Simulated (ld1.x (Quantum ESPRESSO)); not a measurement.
**tin (Sn): TM pseudisation with Wu–Cohen, non-relativistic reference atom.**

```json
{
 "Element": "Sn (Z = 50)",
 "Generator": "ld1.x (Quantum ESPRESSO) 7.5",
 "Type": "norm-conserving Troullier–Martins (Kleinman–Bylander form)",
 "Functional": "Wu–Cohen",
 "Relativity": "non-relativistic",
 "Frozen core": "[Kr] 4d10",
 "Valence charge": "4",
 "Reference configuration": "5s1.75 5p2.25",
 "Partial waves": "5s (bound): rc 2.00 bohr; 5p (bound): rc 2.45 bohr",
 "Local potential": "all-electron potential smoothed inside 1.80 bohr (lloc = -1)",
 "Core correction": "a·sin(br)/r model core, default radius (core density twice the valence density)"
}
```

- Cutoffs needed: 18 Ry and 30 Ry (the cutoffs (Ry, on a coarse ladder) from which the occupation-weighted sum of valence levels, in a spherical-Bessel basis at the reference potential, stays within 10 and 1 mRy of its value at 400 Ry)
- Ghost test: ghost states, extra bound levels that the all-electron valence spectrum of the same l lacks: s at -31.1 eV, d at -1.48 eV; a true bound ghost makes a file unfit for plane-wave use (spherical-Bessel basis up to 400 Ry, 20 bohr box)
- Configuration tests: 1 of 7 tests not solved or not reliable; not counted: 5s1 5p0 (solver errors, printed error -5.7 eV)
